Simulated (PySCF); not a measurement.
# Assignment exercise: C₇H₈FNSi

Bonds (- single, = double, # triple, : aromatic): F1-C2, C2:C3, C3:C4, C4:C5, C5:C6, C6-C7, C7=N8, N8-Si9, C6:C10, C10:C2. C3 carries H11; C4 carries H12; C5 carries H13; C7 carries H14; Si9 carries H15, H16, H17; C10 carries H18. Stereochemistry as in Fc1cccc(/C=N/[SiH3])c1.

[PySCF: NMR shieldings at PBE0/pcSseg-1/GIAO; PBE0-D3(BJ)/def2-SVP geometry; single conformer; relativity neglected; no solvent model; one averaged value for each set of equivalent atoms]

Referencing at the same level of theory: ¹³C (σref 184.41), ¹H (σref 31.27) against TMS.

Task: Assign these signals to the numbered atoms. ¹³C{¹H} NMR (computed): δ 178.9, 170.5, 144.1, 135.6, 127.6, 124.9, 124.6.

Result: 
178.9 → C7, C=N carbon
170.5 → C2, aromatic carbon bearing fluorine: an ipso carbon deshielded by its heteroatom
144.1 → C6, substituted aromatic carbon
135.6 → C4, aromatic CH: the aromatic region
127.6 → C5, aromatic CH
124.9 → C3, aromatic CH
124.6 → C10, aromatic CH

C3 and C10 lie closer than the usual error of such a calculation, so a measured spectrum could show them in the other order.

Task: Assign these signals to the numbered atoms. ¹H NMR (400 MHz, computed): δ 8.80 (s, 1H), 8.42 (d, 1H), 7.58 (m, 1H), 7.30 (m, 1H), 7.20 (m, 1H), 5.02 (s, 3H).

Result: 
```tsv
δ (ppm)	atoms	environment	reason
8.80	H14	hydrogen on a C=N carbon	–
8.42	H13	hydrogen on an aromatic CH	aromatic region
7.58	H12	hydrogen on an aromatic CH	–
7.30	H11	hydrogen on an aromatic CH	–
7.20	H18	hydrogen on an aromatic CH	–
5.02	H15/H16/H17	hydrogen on a silicon bonded to N	–
```

H11 and H18 lie closer than the usual error of such a calculation, so a measured spectrum could show them in the other order.

Splittings by ¹⁹F in the carbon and heteronuclear signals aren't shown, as no couplings were computed. Shifts are as computed. Against solution values, carbons near 30 ppm lie about +2 ppm off and those near 130 ppm about +5 ppm. Of 1211 compounds with measured shifts, 218 miss one by over three times the rms of a fit or turn the order of signals round; such compounds aren't used in these exercises. No couplings were computed; multiplicities are counted from neighbouring protons, with m where these are inequivalent, close in shift, in a saturated or five-membered ring or joined by F or P, and br s for small geminal =CH2 splittings.
